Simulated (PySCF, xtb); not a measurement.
B(All)(F)(OH) (C₃H₆BFO), SMILES C=CCB(O)F. The values are those of a single conformer.

Harmonic wavenumbers (cm⁻¹) from GFN2-xTB (xtb) at its own minimum, in rising order: 42, 50, 176, 315, 394, 414, 478, 624, 633, 780, 827, 888, 932, 961, 1024, 1042, 1176, 1200, 1245, 1293, 1343, 1412, 1460, 1705, 2964, 3012, 3060, 3093, 3126, 3572.

Problem. What does PBE-D3(BJ)/def2-SVP in PySCF give at its own minimum? (An estimate is asked for; the answer gives what the named calculation found.)

Solution. 73, 86, 205, 336, 400, 447, 503, 642, 678, 790, 818, 887, 930, 997, 1013, 1025, 1130, 1179, 1269, 1315, 1360, 1391, 1443, 1654, 2968, 3041, 3063, 3072, 3167, 3612. Paired by order, the mean absolute difference is 23 cm⁻¹ and the zero-point energies are 56.1 and 56.5 kcal/mol.
